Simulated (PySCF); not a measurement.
CH₇GaP₂. Atoms are numbered in the order given.

```xyz
11

Ga    -0.1942    -0.2134    -0.0604
C     -1.6069    -1.5645    -0.2836
H     -1.3208    -2.2501    -1.0996
H     -2.5717    -1.1083    -0.5528
H     -1.7354    -2.1693     0.6273
P     -0.4132     1.8951    -1.0071
H     -0.8530     1.4041    -2.2753
H      0.9553     2.0159    -1.3959
P      1.5369    -0.5599     1.4479
H      2.5573    -0.0075     0.6158
H      1.7726    -1.9099     1.0421
```

The structure is a stationary point at r2SCAN-D4/def2-SVP. The structure was generated by enumeration; whether it is a known compound was not checked. One conformer was computed; it need not be the lowest.

Level of theory: PBE/pcSseg-1 (PySCF).

GIAO shieldings, no solvent; atoms listed in one row are averaged. δ = σ(ref) − σ: ¹³C against TMS (σ = 182.0 ppm); ¹H against TMS (σ = 31.49 ppm); ³¹P against PH3 (σ = 576.8 ppm), references at their B3LYP-D3(BJ)/def2-TZVP geometries, non-relativistic.

**Question.** Estimate the chemical shifts. (Estimate from the structure and the level; the computed values follow.)

**Answer.** 
```tsv
nucleus	atoms	count	δ (ppm)
¹³C	C2	1	8.9
¹H	H7, H11	2	2.38
¹H	H8	1	2.28
¹H	H10	1	2.26
¹H	H3, H4, H5	3	0.92
³¹P	P6, P9	2	42.7
```
